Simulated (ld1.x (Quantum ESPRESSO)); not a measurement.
neon, ultrasoft: configuration errors across variants

Ne (Z = 10), ultrasoft, made with ld1.x (Quantum ESPRESSO) 7.5 (revPBE, scalar-relativistic). Core [He], reference 2s2 2p6. Waves: 2s (bound): rcut 0.65, rcutus 0.85 bohr; 2s channel at -1.6 Ry: rcut 0.65, rcutus 0.85 bohr; 2p (bound): rcut 0.95, rcutus 1.25 bohr; 2p channel at -0.35 Ry: rcut 0.95, rcutus 1.25 bohr; 3d channel at 0.1 Ry: rcut 0.90, rcutus 1.15 bohr; 3d channel at 0.75 Ry: rcut 0.90, rcutus 1.15 bohr. Local part: all-electron potential smoothed inside 0.65 bohr (lloc = -2). Core correction: a·sin(br)/r model core inside 0.85 bohr. Augmentation charge: PSQ, radius 0.75 bohr.

All-electron excitation energies from the reference (eV): (1) 2s2 2p5 22.406; (2) 2s2 2p4 65.610; (3) 2s2 2p3 132.977; (4) 2s2 2p2 227.532; (5) 2s2 2p5.5 8.832; (6) 2s1 2p6 45.922.

The overlap operator is not positive definite (basis up to 400 Ry) in “base”, “all radii but the core radius scaled by about 0.78 (s 0.66, p 0.98, d 0.90 bohr, rcut 0.50/0.74/0.70); local potential all-electron potential smoothed inside 0.50 bohr (lloc = -2); augmentation PSQ, radius 0.58 bohr”, “all radii but the core radius scaled by about 0.82 (s 0.70, p 1.04, d 0.94 bohr, rcut 0.54/0.78/0.74); local potential all-electron potential smoothed inside 0.54 bohr (lloc = -2); augmentation PSQ, radius 0.62 bohr”, “all radii but the core radius scaled by about 0.92 (s 0.78, p 1.16, d 1.06 bohr, rcut 0.60/0.88/0.84); local potential all-electron potential smoothed inside 0.60 bohr (lloc = -2); augmentation PSQ, radius 0.70 bohr”. Such files are unfit for use, however small their errors in these radial tests.

1 further variants failed, have other tests or too few solved ones, and are left out.

Errors AE − PS in meV (a dash: test not solved or not reliable):

| change | (1) | (2) | (3) | (4) | (5) | (6) | bound ghosts |
| --- | --- | --- | --- | --- | --- | --- | --- |
| base | -1.3 | -1.3 | +4.8 | +43 | -0.7 | -5.1 | not determined (overlap not positive) |
| all radii but the core radius scaled by about 0.78 (s 0.66, p 0.98, d 0.90 bohr, rcut 0.50/0.74/0.70); local potential all-electron potential smoothed inside 0.50 bohr (lloc = -2); augmentation PSQ, radius 0.58 bohr | -1.1 | +1.3 | +15 | +62 | -0.7 | +2.3 | not determined (overlap not positive) |
| all radii but the core radius scaled by about 0.82 (s 0.70, p 1.04, d 0.94 bohr, rcut 0.54/0.78/0.74); local potential all-electron potential smoothed inside 0.54 bohr (lloc = -2); augmentation PSQ, radius 0.62 bohr | -1.2 | +0.5 | +12 | +55 | -0.7 | -0.5 | not determined (overlap not positive) |
| all radii but the core radius scaled by about 0.92 (s 0.78, p 1.16, d 1.06 bohr, rcut 0.60/0.88/0.84); local potential all-electron potential smoothed inside 0.60 bohr (lloc = -2); augmentation PSQ, radius 0.70 bohr | -1.1 | +0.5 | +11 | +53 | -0.7 | -3.3 | not determined (overlap not positive) |
| all radii but the core radius scaled by about 1.05 (s 0.90, p 1.32, d 1.20 bohr, rcut 0.68/1.00/0.94); local potential all-electron potential smoothed inside 0.68 bohr (lloc = -2); augmentation PSQ, radius 0.78 bohr | -1.8 | -5.3 | -8.5 | +17 | -0.8 | -6.2 | none |
| all radii but the core radius scaled by about 1.32 (s 1.12, p 1.64, d 1.52 bohr, rcut 0.86/1.26/1.18); local potential all-electron potential smoothed inside 0.86 bohr (lloc = -2); augmentation PSQ, radius 0.98 bohr | -12 | -69 | -176 | -203 | -2.6 | -28 | none |
| all radii but the core radius scaled by about 1.37 (s 1.16, p 1.72, d 1.58 bohr, rcut 0.90/1.30/1.24); local potential all-electron potential smoothed inside 0.90 bohr (lloc = -2); augmentation PSQ, radius 1.04 bohr | -18 | -103 | -246 | -259 | -3.8 | -47 | none |

Task: Give the same row for: all radii but the core radius scaled by about 1.13 (s 0.96, p 1.42, d 1.30 bohr, rcut 0.74/1.08/1.02); local potential all-electron potential smoothed inside 0.74 bohr (lloc = -2); augmentation PSQ, radius 0.86 bohr.

Result: -2.5, -11, -28, -11, -0.9, -11; bound ghosts: none.
